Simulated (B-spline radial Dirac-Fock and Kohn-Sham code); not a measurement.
Two-hole binding energies of Hf⁴⁺

System: hafnium as Hf⁴⁺, 1s2 2s2 2p6 3s2 3p6 3d10 4s2 4p6 4d10 4f14 5s2 5p6, inside a Watson sphere of charge -4 and radius 1.8 Å (a model of the Madelung potential; inside it an electron's potential energy is raised by 32.0 eV).

Method: Dirac-Fock (average of configuration) total-energy differences with a finite nucleus, the Breit interaction including its frequency dependence, and self-energy and vacuum-polarisation corrections. Computed with a B-spline atomic structure program. U is the two-hole binding energy less the two single-hole energies, the effective repulsion of the holes after relaxation. Each two-hole energy is an average over J within one jj subconfiguration.

| holes | E(a) (eV) | E(b) (eV) | E(ab) (eV) | U (eV) |
| --- | --- | --- | --- | --- |
| 1s⁻² | 65359.4 | 65359.4 | ? | ? |
| 1s⁻¹ 2p3/2⁻¹ | 65359.4 | 9579.6 | 75264.4 | 325.4 |
| 1s⁻¹ 3p1/2⁻¹ | 65359.4 | 2387.4 | 67862.8 | 116.0 |
| 2s⁻² | 11297.4 | 11297.4 | 22806.6 | 211.8 |
| 2p1/2⁻² | 10758.0 | 10758.0 | 21789.4 | 273.4 |
| 2s⁻¹ 2p3/2⁻¹ | 11297.4 | 9579.6 | 21065.6 | 188.6 |
| 2p1/2⁻¹ 2p3/2⁻¹ | 10758.0 | 9579.6 | 20570.8 | 233.2 |
| 2p1/2⁻¹ 3s⁻¹ | 10758.0 | 2624.5 | 13467.4 | 84.9 |
| 2p3/2⁻¹ 3d3/2⁻¹ | 9579.6 | 1735.5 | 11410.1 | 95.0 |
| 3d3/2⁻¹ 3d5/2⁻¹ | 1735.5 | 1680.8 | 3486.0 | 69.6 |
| 4d5/2⁻² | 234.0 | 234.0 | 495.8 | 27.8 |
| 5p1/2⁻² | 56.11 | 56.11 | 130.1 | 17.9 |
| 4f5/2⁻¹ 4f7/2⁻¹ | 34.47 | 32.81 | 93.05 | 25.8 |
| 4f7/2⁻² | 32.81 | 32.81 | 90.85 | 25.2 |

Q: Give the missing two-hole energy and U.

A: E(ab) = 132053.2 eV and U = 1334.4 eV.
